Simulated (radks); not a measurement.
The lutetium ion Lu+, configuration [Kr] 4d10 4f14 5s2 5p5.75 6s2 6p0.25 (fractional occupations, a model configuration). Method: scalar-relativistic Kohn-Sham, SCAN, spin-unpolarised, spherical densities, finite nucleus; meta-GGA in the generalised Kohn-Sham scheme; Fermi nuclear charge, rms radius 5.37 fm; computed with a radial shooting solver on a logarithmic mesh with Libxc functionals.

Radial electron density D(r) = 4 pi r^2 rho(r):

```
   r/bohr * D(r) (the largest magnitude, 128, reaches the edge; | marks zero)
 0.001322 |   *
 0.001806 |      *
 0.002467 |         *
 0.003371 |               *
 0.004605 |                     *
 0.006241 |                             *
 0.008527 |                                    *
  0.01165 |                                        *
  0.01591 |                                       *
  0.02174 |                                    *
   0.0297 |                                     *
  0.04058 |                                             *
  0.05543 |                                                      *
  0.07573 |                                                  *
   0.1035 |                                         *
   0.1413 |                                              *
   0.1931 |                                              *
   0.2617 |                            *
   0.3575 |                         *
   0.4884 |                           *
   0.6673 |                *
   0.9116 |        *
    1.245 |    *
    1.701 | *
    2.324 |*
    3.175 *
    4.338 *
    5.926 *
    8.096 *
    11.06 *
```

D(r) has 4 maxima, at r = 0.0131, 0.0596, 0.166, 0.447 bohr, and minima at 0.0253, 0.108, 0.315 bohr, inside which lie 1.92, 11.07, 29.70 electrons.
